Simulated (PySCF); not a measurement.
Compound: GeHMe2Br, C₂H₇BrGe.
Bonds: Ge1–C3, Ge1–C7, Ge1–Br11. Hydrogens: H2 on Ge1; H4, H5, H6 on C3; H8, H9, H10 on C7.

Method: PBE0-D3(BJ)/def2-SVP geometry optimisation, gas phase (PySCF); density fitting, grid level 1; the optimiser is geomeTRIC in internal coordinates, started from a GFN2-xTB structure with every atom displaced at random (about 0.03 Å).

Step 0: E = -128719.2412 eV
```
atom  x, y, z in Å  |  force x, y, z in eV/Å
Ge1    -0.1847   -0.4945    0.5012   -1.902   1.839  -0.499
H2     -0.3353   -0.5578    1.9995    0.219  -0.023   0.592
C3      1.5529   -0.5481   -0.2041    2.896  -1.270   1.124
H4      2.1715   -1.4757    0.1047   -1.216   0.970  -0.487
H5      2.2057    0.2520    0.1863   -0.368   0.302   0.096
H6      1.6137   -0.4663   -1.2720   -0.261  -0.046  -0.995
C7     -1.2294    1.1400   -0.1792    1.321  -1.347   2.432
H8     -2.2413    1.1392    0.1550   -1.184  -0.371   0.632
H9     -1.2748    1.1622   -1.2103    0.192  -0.031  -2.806
H10    -0.8081    2.0625    0.1893    0.586   0.587   0.216
Br11   -1.3722   -2.2990   -0.2395   -0.282  -0.612  -0.305
```

Question: Estimate the geometry and energy of step 1. (The exact step hangs on the optimiser's Hessian estimate; all steps are aligned on step 0, rigid shifts and turns removed.)

Answer: E = -128719.6557 eV, largest force 0.739 eV/Å
```
atom  x, y, z in Å  |  force x, y, z in eV/Å
Ge1    -0.2355   -0.4512    0.4938   -0.259   0.058   0.073
H2     -0.3349   -0.5163    2.0317    0.142  -0.067  -0.034
C3      1.5622   -0.5192   -0.2019    0.731  -0.063   0.083
H4      2.0922   -1.4357    0.0959   -0.159  -0.122  -0.018
H5      2.1756    0.3087    0.1972   -0.231   0.075  -0.015
H6      1.5904   -0.4563   -1.2997   -0.174  -0.004   0.022
C7     -1.1894    1.0995   -0.1611   -0.213   0.102   0.028
H8     -2.2280    1.0703    0.2052    0.063   0.021  -0.067
H9     -1.2004    1.0995   -1.2612    0.012   0.060   0.044
H10    -0.7169    2.0230    0.2106    0.017  -0.025  -0.073
Br11   -1.4172   -2.3078   -0.2796    0.070  -0.035  -0.044
```

The energy changes by -0.4144 eV. The first-order estimate −F·Δx gives -0.8097 eV and the mean of the old and new forces, exact on a quadratic surface, -0.4136 eV. The step makes an angle of 60° with the force vector and moves no atom by more than 0.110 Å.

What follows is the cost of the whole optimisation. Hardware: one thread, Intel Xeon at 2.50 GHz (x86_64), no GPU, shared host with 64 logical CPUs at a one-minute load of 59. Cost: 2.3 min, 0.51 GiB resident at most.
